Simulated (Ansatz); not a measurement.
`C[Se]B[SiH3]` + `OC(F)F` → `FC(F)O[SiH3]` + `B[Se]C`  (cleavage of the Si–B bond)

Computed with Ansatz on PBE0-D4/def2-TZVP structures; ΔE is electronic, products minus reactants. CCSD(T)/CBS is the MP2 limit (def2-TZVPP, def2-QZVPP) plus CCSD(T) − MP2 in def2-TZVPP, frozen cores. Functionals use def2-TZVPP. For Se outer-core shells are correlated without core-valence functions, which leaves a few kJ/mol of doubt a bond. Scalar relativity is left out up to krypton. One conformer a species, not always the lowest.

`C[Se]B[SiH3]`:

```xyz
11

C    -0.972   -0.817    2.171
Se   -1.109    0.348    0.610
B     0.443   -0.047   -0.379
Si    0.747    0.926   -2.105
H    -1.830   -1.486    2.184
H    -0.973   -0.200    3.068
H    -0.048   -1.386    2.102
H     1.201   -0.864    0.052
H     0.848   -0.046   -3.231
H    -0.341    1.891   -2.422
H     2.033    1.680   -2.050
```

`OC(F)F`:

Z-matrix (Å, degrees):
```
C
F 1 1.355
F 1 1.355 2 105.7
O 1 1.346 2 111.4 3 -121.2
H 1 1.091 2 109.4 3 117.7
H 4 0.966 1 108.8 2 58.9
```

`FC(F)O[SiH3]`:

Z-matrix (Å, degrees):
```
C
F 1 1.359
O 1 1.341 2 111.1
F 1 1.354 2 106.1 3 120.7
H 1 1.092 2 108.8 3 -122.5
Si 3 1.675 1 126.1 2 43.8
H 6 1.481 3 110.7 1 44.9
H 6 1.481 3 110.0 1 -77.2
H 6 1.478 3 104.0 1 164.4
```

`B[Se]C`:

Z-matrix (Å, degrees):
```
C
Se 1 1.951
H 1 1.088 2 108.8
H 1 1.088 2 108.8 3 -119.5
H 1 1.087 2 108.9 3 120.3
B 2 1.884 1 102.6 3 -120.5
H 6 1.192 2 116.3 1 180.0
H 6 1.193 2 120.5 1 0.0
```

| level | ΔE (kJ/mol) |
| --- | --- |
| PBE-D4 | -64.3 |
| revPBE-D4 | -65.3 |
| BLYP-D4 | -83.4 |
| PBE-QIDH | -81.9 |

**Question.** What does CCSD(T)/CBS give? (Estimate.)

**Answer.** The calculation gave: -86.3 kJ/mol. The listed levels differ from it by 22.0, 21.0, 2.9, 4.4 kJ/mol.

**Question.** What do rigid-rotor, harmonic-oscillator terms from PBE0-D4/def2-TZVP frequencies (298.15 K, 1 bar) make of the CCSD(T)/CBS value? (An estimate is asked.)

**Answer.** Ansatz gave: ΔZPE = -2.4 kJ/mol, ΔH = -89.7 kJ/mol, ΔS = -2 J/(mol·K), ΔG = -89.0 kJ/mol.

Largest T1 diagnostic among the species: 0.014.

In def2-TZVPP, CCSD(T) changes the Hartree–Fock value by +26.0 kJ/mol (the triples alone add +3.7 kJ/mol) and MP2 by +19.9 kJ/mol. Leaving LDA and LC-ωPBE aside and taking each functional with its dispersion term where it has one, the values, not all of them listed here, spread over 31.9 kJ/mol, from BHLYP-D4 to PBE-D4.
